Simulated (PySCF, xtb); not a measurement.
F₆Si₂, SMILES F[Si](F)(F)[Si](F)(F)F. One conformer was computed; it need not be the lowest.

Harmonic wavenumbers (cm⁻¹) from GFN2-xTB run with xtb 6.7.1 at its own minimum, in rising order: 13, 107, 108, 155, 155, 203, 212, 212, 249, 249, 302, 520, 818, 921, 927, 928, 943, 943.

What does PBE-D3(BJ)/def2-SVP run with PySCF give at its own minimum? (Estimate from the structure and the level; the computed values follow.)

21, 83, 83, 177, 177, 204, 280, 280, 308, 308, 368, 510, 785, 870, 956, 956, 964, 964. Paired by order, the mean absolute difference is 34 cm⁻¹ and the zero-point energies are 11.4 and 11.9 kcal/mol.
